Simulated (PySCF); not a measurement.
Ionisation energy of Mo²¹⁺ by level of theory

Mo²¹⁺ [Ar] 3d3 (4F) → Mo²²⁺ [Ar] 3d2 (3F), as a difference of total energies. All numbers are calculated (PySCF 2.14, scalar relativity by spin-free X2C-1e, in an uncontracted even-tempered set (19 s from 2.1 bohr⁻², ratio 2.5; 12 p from 2.7 bohr⁻², ratio 2.5; 8 d from 2.7 bohr⁻², ratio 2.5; 4 f from 11 bohr⁻², ratio 2.7; 3 g from 16 bohr⁻², ratio 2.7)). Correlated levels: outer shells: [Ne] frozen; virtual orbitals above 40 to 60 times the deepest correlated orbital energy dropped. The calculations carry no spin-orbit coupling.

```json
{"method": "UHF", "ionisation energy (eV)": "953.40"}
{"method": "LDA", "ionisation energy (eV)": "954.02"}
{"method": "PBE", "ionisation energy (eV)": "953.78"}
{"method": "PBE0", "ionisation energy (eV)": "954.09"}
{"method": "r2SCAN", "ionisation energy (eV)": "954.86"}
{"method": "TPSS", "ionisation energy (eV)": "952.94"}
{"method": "M06-L", "ionisation energy (eV)": "955.59"}
{"method": "MP2 (outer shells)", "ionisation energy (eV)": "953.81"}
{"method": "SCS-MP2 (outer shells)", "ionisation energy (eV)": "953.54"}
```

**Question.** How much does correlation contribute at MP2 (outer shells)?

**Answer.** 953.81 − (953.40) = 0.41 eV, measured against UHF.

A first-order spin-orbit estimate (lowest level to lowest level, LS coupling) adds -0.130 eV.

Breit and QED terms and the two-electron picture change are absent.

For comparison: 953 ± 4 eV (theoretical estimate listed by NIST; NIST Atomic Spectra Database, ionization energies).
